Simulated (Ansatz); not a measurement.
Several settings on one geometry of the cluster Li8Sn (that of the charge 0 singlet, PBE0-D4/def2-SVP). Ansatz on 4 threads of Arm Neoverse V1 on a shared host; times are rough.

```xyz
9

Li    3.768    2.411    1.057
Li    1.139    1.300    2.489
Li   -2.698   -2.874   -2.364
Li   -0.783   -2.360    0.189
Li    2.022   -0.161    0.177
Li   -0.651   -0.412   -1.891
Li    0.770    2.377   -0.165
Li   -2.980   -0.532   -0.212
Sn   -0.585    0.251    0.718
```

Totals from different functionals, basis sets or treatments of relativity can't be compared as stabilities.

In the def2 sets Sn takes a core potential; there is no spin–orbit coupling. B3LYP takes the VWN-RPA correlation. HSE06 is defined as in plane-wave codes, on full-range PBE exchange.

The spins typed aren't always the lowest for that charge.

Problem. Give the basis size and estimate the energy, ⟨S²⟩, dipole and time of these runs.

```tsv
run	method	charge	state	further keys
1	UKS B3LYP/def2-mTZVP	1	doublet	nuclear_model: gaussian; scf: {omitted_lower_state_checks: [starts]}; forces asked
2	RKS PBEsol-D3(BJ)/def2-SVP	0	singlet	scf: {lower_state_search: off}; forces asked
3	RKS HSE06-D3(BJ)/def2-SVP	0	singlet	scf: {lower_state_search: off}; forces asked
```

Solution. 
```json
{"run": "1", "functions": "100", "energy (Eh)": "-274.4936", "⟨S²⟩": "0.76", "dipole (D)": "–", "wall time": "6 s"}
{"run": "2", "functions": "98", "energy (Eh)": "-273.5818", "⟨S²⟩": "–", "dipole (D)": "1.14", "wall time": "1.4 s"}
{"run": "3", "functions": "98", "energy (Eh)": "-274.3527", "⟨S²⟩": "–", "dipole (D)": "1.33", "wall time": "2.3 s"}
```

The restricted singlet is unstable towards broken spin symmetry in Hartree–Fock (as tested in another run); at RKS PBEsol-D3(BJ)/def2-SVP, RKS HSE06-D3(BJ)/def2-SVP this wasn't settled.
